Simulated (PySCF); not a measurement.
PySCF 2.14 output of an unrestricted r2SCAN calculation on a single atom or ion in aug-cc-pVDZ-DK (7s6p4d2f, 59 functions), with the spin-free X2C one-electron Hamiltonian (Gaussian nucleus):

```
SCF conv_tol = 1e-09
number electrons alpha = 11  beta = 9
    J. W. Furness, A. D. Kaplan, J. Ning, J. P. Perdew, and J. Sun.,  J. Phys. Chem. Lett. 11, 8208-8215 (2020)
    J. W. Furness, A. D. Kaplan, J. Ning, J. P. Perdew, and J. Sun.,  J. Phys. Chem. Lett. 11, 9248-9248 (2020)
    J. W. Furness, A. D. Kaplan, J. Ning, J. P. Perdew, and J. Sun.,  J. Phys. Chem. Lett. 11, 8208-8215 (2020)
    J. W. Furness, A. D. Kaplan, J. Ning, J. P. Perdew, and J. Sun.,  J. Phys. Chem. Lett. 11, 9248-9248 (2020)
cycle= 1 E= -947.251058556739  delta_E= -0.00196  |g|= 0.00322  |ddm|= 0.472
cycle= 2 E= -947.251061546272  delta_E= -2.99e-06  |g|= 0.00017  |ddm|= 0.0186
cycle= 3 E= -947.251061555144  delta_E= -8.87e-09  |g|= 3.45e-06  |ddm|= 0.000694
cycle= 4 E= -947.251061555148  delta_E= -3.87e-12  |g|= 6.74e-07  |ddm|= 8.27e-06
converged SCF energy = -947.251061555148  <S^2> = 2.0007381  2S+1 = 3.000492
```

The run itself started from symmetry-adapted Hartree-Fock orbitals and held the occupation by maximum overlap, on a logarithmic radial grid, so the iterations belong to that start.

Task: Which element, charge and spin multiplicity is this?

Result: V³⁺ (vanadium, charge +3), multiplicity 3; the state was [Ar] 3d2, high-spin 3F determinant.
